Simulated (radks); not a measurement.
Ionisation of the chromium ion Cr2+, [Ar] 3d4, to [Ar] 3d3 as the strength of local exchange is varied. Method: scalar-relativistic Kohn-Sham, Slater X-alpha exchange (alpha = 2/3 is LDA exchange), no correlation, spin-polarised, spherical densities, finite nucleus; open shells are filled with parallel spins first; Fermi nuclear charge, rms radius 3.6452 fm; computed with a radial shooting solver on a logarithmic mesh with Libxc functionals.

| alpha | E(Cr2+) (hartree) | exchange (hartree) | IE (eV) | -e of the level emptied (eV) | <r> of it (bohr) |
|---|---|---|---|---|---|
| 0.667 | -1045.88405 | -44.23092 | 30.975 | 23.190 (3d) | 1.223 |
| 0.689 | -1047.34474 | -45.75159 | 31.482 | 23.640 (3d) | 1.214 |
| 0.75 | -1051.40512 | -49.98829 | 32.916 | 24.920 (3d) | 1.190 |
| 0.762 | -1052.20567 | -50.82524 | 33.203 | 25.177 (3d) | 1.185 |
| 0.916 | -1062.53119 | -61.66799 | 37.026 | 28.635 (3d) | 1.130 |

NIST Atomic Spectra Database: 30.96 eV (measured). The central value is not met in this range of alpha. Open shells are spherical and high-spin; term and fine-structure splittings are not resolved.
